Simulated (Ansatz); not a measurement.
One change: `[OH][Ga]([F])[O][SiH3]` becomes `[OH][Ga]([F])[SH]`.

Ansatz, PBE0-D4/def2-TZVP geometries, multiplicity 1. Each molecule was computed in one conformer, which needn't be the lowest.

Scalar relativity is left out up to krypton.

```tsv
property	`[OH][Ga]([F])[O][SiH3]`
HOMO–LUMO gap (ωB97M-V/def2-TZVPP) / eV	11.57
LUMO energy (B3LYP/def2-TZVPP) / eV	-1.87
size of the dipole moment (ωB97M-V/def2-TZVPP) / D	0.84
HOMO–LUMO gap (PBE0/def2-TZVPP) / eV	7.43
HOMO energy (PBE/def2-TZVPP) / eV	-7.47
LUMO energy (ωB97M-V/def2-TZVPP) / eV	0.32
```

(1) Give the same properties after the change, and the shifts. (Estimate.)

Answers

(1) The calculation gave: 
```tsv
property	`[OH][Ga]([F])[SH]`	shift
HOMO–LUMO gap (ωB97M-V/def2-TZVPP) / eV	11.06	-0.51
LUMO energy (B3LYP/def2-TZVPP) / eV	-1.56	0.31
size of the dipole moment (ωB97M-V/def2-TZVPP) / D	1.28	0.44
HOMO–LUMO gap (PBE0/def2-TZVPP) / eV	7.01	-0.42
HOMO energy (PBE/def2-TZVPP) / eV	-6.93	0.54
LUMO energy (ωB97M-V/def2-TZVPP) / eV	0.65	0.33
```

With PBE0 the HOMO rises by 0.73 eV and the LUMO rises by 0.30 eV, so the gap narrows by about 0.43 eV. PBE moves the HOMO by 0.54 eV and ωB97M-V by 0.82 eV. Dipoles are sizes alone; their direction can turn.

B3LYP here is the variant with VWN-RPA as its local correlation; programs differ in this.
